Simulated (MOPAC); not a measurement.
MOPAC input (PM6):

```
PM6 1SCF UHF MS=0.5 GEO-OK AUX(PRECISION=9) THREADS=1
H7N2OSi2

N     1.21144200 1    1.69920800 1   -0.09679900 1
Si    1.62237000 1    0.00070400 1   -0.03083900 1
O     0.27973300 1   -0.88802700 1   -0.25278200 1
Si   -1.35860800 1   -0.65729200 1   -0.28930600 1
N    -1.95765200 1    0.45581400 1    0.85887600 1
H     2.01002200 1    2.32834600 1    0.01448600 1
H     2.21289600 1   -0.28875900 1    1.30014800 1
H     2.59877100 1   -0.31184100 1   -1.10245600 1
H    -1.69244900 1   -0.16456500 1   -1.64027000 1
H    -1.96954400 1   -1.96937400 1   -0.00206400 1
H    -2.14148200 1    0.18266900 1    1.81069600 1
H    -1.72528200 1    1.43482700 1    0.78921700 1
```

From the output:

```
                                                       MOPAC v23.2.5 Linux

          FINAL HEAT OF FORMATION =        -77.95969 KCAL/MOL =    -326.18333 KJ/MOL

          COSMO AREA              =        145.01 SQUARE ANGSTROMS
          COSMO VOLUME            =        142.21 CUBIC ANGSTROMS

          IONIZATION POTENTIAL    =         10.028639 EV
          ALPHA SOMO LUMO (EV)    =        -10.343  0.098
          BETA  SOMO LUMO (EV)    =        -10.029 -1.683
          NO. OF ALPHA ELECTRONS  =         16
          NO. OF BETA  ELECTRONS  =         15
          MOLECULAR WEIGHT        =        107.2391         POINT GROUP:  C1

          MOLECULAR DIMENSIONS (Angstroms)

            Atom       Atom       Distance
            H    10    H     6     5.85727
            H     8    H    11     4.80427
            H     9    H     7     4.12232

          SCF CALCULATIONS        =          1

   ATOM   CHEMICAL          X               Y               Z
  NUMBER   SYMBOL      (ANGSTROMS)     (ANGSTROMS)     (ANGSTROMS)

     1       N          1.21144200  *   1.69920800  *  -0.09679900  *
     2      Si          1.62237000  *   0.00070400  *  -0.03083900  *
     3       O          0.27973300  *  -0.88802700  *  -0.25278200  *
     4      Si         -1.35860800  *  -0.65729200  *  -0.28930600  *
     5       N         -1.95765200  *   0.45581400  *   0.85887600  *
     6       H          2.01002200  *   2.32834600  *   0.01448600  *
     7       H          2.21289600  *  -0.28875900  *   1.30014800  *
     8       H          2.59877100  *  -0.31184100  *  -1.10245600  *
     9       H         -1.69244900  *  -0.16456500  *  -1.64027000  *
    10       H         -1.96954400  *  -1.96937400  *  -0.00206400  *
    11       H         -2.14148200  *   0.18266900  *   1.81069600  *
    12       H         -1.72528200  *   1.43482700  *   0.78921700  *

                             CARTESIAN COORDINATES

   1    N        1.211442000     1.699208000    -0.096799000
   2   Si        1.622370000     0.000704000    -0.030839000
   3    O        0.279733000    -0.888027000    -0.252782000
   4   Si       -1.358608000    -0.657292000    -0.289306000
   5    N       -1.957652000     0.455814000     0.858876000
   6    H        2.010022000     2.328346000     0.014486000
   7    H        2.212896000    -0.288759000     1.300148000
   8    H        2.598771000    -0.311841000    -1.102456000
   9    H       -1.692449000    -0.164565000    -1.640270000
  10    H       -1.969544000    -1.969374000    -0.002064000
  11    H       -2.141482000     0.182669000     1.810696000
  12    H       -1.725282000     1.434827000     0.789217000

           Empirical Formula: H7 N2 O Si2  =    12 atoms

      MOLECULAR POINT GROUP   :   C1

          ALPHA EIGENVALUES
 -30.67585 -29.74093 -28.92662 -19.42881 -17.26906 -16.91707 -15.46026 -14.78301
 -14.38470 -13.95287 -12.95542 -12.52646 -11.12124 -10.95579 -10.61231 -10.34333
   0.09797   0.37663   0.67098   0.93033   1.25926   1.48242   1.54824   1.75536
   1.96424   2.38583   2.64693   3.00159   4.06541   4.51151   4.66613   5.06965
   5.25944   5.38326   5.73480   6.16493   7.01030

           BETA EIGENVALUES
 -30.67060 -29.73950 -26.85483 -19.38975 -17.14490 -16.85082 -15.11977 -14.69165
 -14.31585 -13.55112 -12.52225 -11.22375 -10.62291 -10.35589 -10.02864  -1.68251
   0.09837   0.42653   0.67392   0.95183   1.33270   1.55312   1.72347   2.10332
   2.41098   2.52317   2.77486   3.11729   4.27702   4.54563   4.71403   5.09402
   5.26234   5.40283   6.14886   6.16551   7.01078

              NET ATOMIC CHARGES AND DIPOLE CONTRIBUTIONS

  ATOM NO.   TYPE          CHARGE      No. of ELECS.   s-Pop       p-Pop       d-Pop
    1          N          -0.451864        5.4519     1.71136     3.74051
    2         Si           0.392905        3.6071     1.09281     1.46074     1.05354
    3          O          -0.460860        6.4609     1.61488     4.84598
    4         Si           0.327314        3.6727     1.10000     1.49511     1.07758
    5          N          -0.574741        5.5747     1.48892     4.08582
    6          H           0.241265        0.7587     0.75873
    7          H           0.003397        0.9966     0.99660
    8          H           0.007206        0.9928     0.99279
    9          H           0.012441        0.9876     0.98756
   10          H           0.010168        0.9898     0.98983
   11          H           0.242618        0.7574     0.75738
   12          H           0.250152        0.7498     0.74985
 DIPOLE           X         Y         Z       TOTAL
 POINT-CHG.     0.771     0.501     0.846     1.249
 HYBRID         0.778     0.874     0.946     1.505
 SUM            1.549     1.375     1.791     2.739

          ATOMIC ORBITAL ELECTRON POPULATIONS

     Atom    s        px        py        pz      x^2-y^2     xz        z^2       yz        xy
    1  N   1.71136   1.43613   1.35223   0.95215
    2 Si   1.09281   0.40888   0.37120   0.68067   0.26057   0.31838   0.18832   0.09228   0.19399
    3  O   1.61488   1.49058   1.66041   1.69500
    4 Si   1.10000   0.40239   0.54575   0.54698   0.21092   0.17004   0.27826   0.17283   0.24553
    5  N   1.48892   1.62344   1.21211   1.25026
    6  H   0.75873
    7  H   0.99660
    8  H   0.99279
    9  H   0.98756
   10  H   0.98983
   11  H   0.75738
   12  H   0.74985

                    (SZ)    =    0.500000
                    (S**2)  =    0.758893

          ATOMIC ORBITAL SPIN POPULATIONS

    Atom   Total    s     px     py     pz   x^2-y^2  xz     z^2    yz     xy
         Atomic
    1  N  1.0287  0.032  0.044  0.051  0.902
    2 Si -0.0128 -0.011 -0.008 -0.022 -0.017 -0.013  0.017 -0.006  0.055 -0.007
    3  O -0.0036 -0.000 -0.001 -0.003  0.000
    4 Si -0.0002  0.000  0.000 -0.000 -0.000 -0.000  0.000  0.000 -0.000 -0.000
    5  N -0.0000 -0.000 -0.000 -0.000 -0.000
    6  H -0.0430 -0.043
    7  H  0.0174  0.017
    8  H  0.0135  0.013
    9  H  0.0001  0.000
   10  H -0.0000 -0.000
   11  H -0.0000 -0.000
   12  H -0.0000 -0.000

 **********************
 *                    *
 * JOB ENDED NORMALLY *
 *                    *
 **********************

 == MOPAC DONE ==
```

The geometry given is a B3LYP-D3(BJ)/def2-TZVP minimum.
